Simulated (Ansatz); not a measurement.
`COBCCl` → `[CH2]` (triplet) + `OBCCl`  (formal loss of a carbene)

Program: Ansatz. Geometries: PBE0-D4/def2-TZVP. ΔE: electronic, gas phase. CCSD(T)/CBS is the MP2 limit (def2-TZVPP, def2-QZVPP) plus CCSD(T) − MP2 in def2-TZVPP, frozen cores. This one scheme is used for every species. Functionals use def2-TZVPP. Triplets are unrestricted, without spin–orbit coupling. Each species was taken in one conformer, which may not be the lowest.

```csv
level,ΔE (kJ/mol)
ωB97M-V,375.4
PBE0,365.4
```

Question: What does CCSD(T)/CBS give? (Estimate.)

Answer: Ansatz gave: +372.4 kJ/mol. The listed levels differ from it by 3.0, -7.0 kJ/mol.

Largest T1 diagnostic among the species: 0.012.

In def2-TZVPP, CCSD(T) changes the Hartree–Fock value by +123.3 kJ/mol (the triples alone add +9.9 kJ/mol) and MP2 by +130.5 kJ/mol. The D4 term adds +6.9 kJ/mol with B3LYP and +3.9 kJ/mol with PBE0; it sums over pairs of atoms, weighted by their polarisabilities, and B3LYP, whose exchange is more repulsive, gets the larger term. From PBE to PBE0 (25 % exact exchange), in def2-TZVPP and without D4, ΔE moves by −9.2 kJ/mol.

B3LYP here is the variant with VWN-RPA as its local correlation; programs differ in this.
